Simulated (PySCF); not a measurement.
Magnetisability: SMILES C#CCNCCC=C, C₇H₁₁N

Geometry (Å), atoms numbered from 1 in this order:
```xyz
19

C    -3.359   -1.660    0.728
C    -2.342   -1.731    0.100
C    -1.046   -1.733   -0.568
N    -0.089   -0.794   -0.008
C    -0.456    0.599   -0.185
C     0.567    1.505    0.502
C     1.940    1.285   -0.045
C     2.985    0.924    0.674
H    -4.269   -1.631    1.250
H    -0.613   -2.737   -0.498
H    -1.184   -1.489   -1.627
H     0.045   -0.988    0.980
H    -1.464    0.824    0.207
H    -0.462    0.801   -1.262
H     0.559    1.315    1.578
H     0.269    2.545    0.337
H     2.037    1.436   -1.112
H     2.915    0.764    1.737
H     3.956    0.774    0.235
```

Level of theory: GIAO B3LYP/pcSseg-1 magnetisability, rotational g tensor and spin-rotation constants, non-relativistic, gas phase in PySCF 2.14.0. Geometry: GFN2-xTB.

Q: What are the magnetisability and the molar susceptibility?

A: Isotropic -1296 × 10⁻³⁰ J/T², or -78.0 × 10⁻⁶ cm³/mol; principal values -1375, -1311, -1201 × 10⁻³⁰ J/T², anisotropy 153 × 10⁻³⁰ J/T² (root of half the summed squared differences of the principal values). The susceptibility is in cgs units.

Q: Split it along the inertial axes a, b, c into diamagnetic and paramagnetic parts about the centre of mass, with the quadrupole moment.

A: 
```csv
axis,χ (10⁻⁶ cm³/mol),diamagnetic (10⁻⁶ cm³/mol),paramagnetic (10⁻⁶ cm³/mol),summed x² of all electrons (Å²),quadrupole Θ (D Å)
a,-82.0,-341.8,259.8,321.6,-3.69
b,-79.8,-1493.2,1413.5,50.2,+0.24
c,-72.3,-1577.7,1505.4,30.3,+3.45
```
Anisotropies 2χaa − χbb − χcc = -11.8 and 2χbb − χaa − χcc = -5.3 × 10⁻⁶ cm³/mol. Θ is traceless in Buckingham's convention.

Q: And the rotational g tensor?

A: 
```tsv
axis	rotational constant (GHz)	g	nuclear part	electronic part
a	5.5765	-0.0107	0.6700	-0.6807
b	0.8606	-0.0035	0.5680	-0.5715
c	0.8123	-0.0068	0.5677	-0.5745
```
Asymmetric top; isotopes 12C, 1H, 14N; no vibrational averaging.
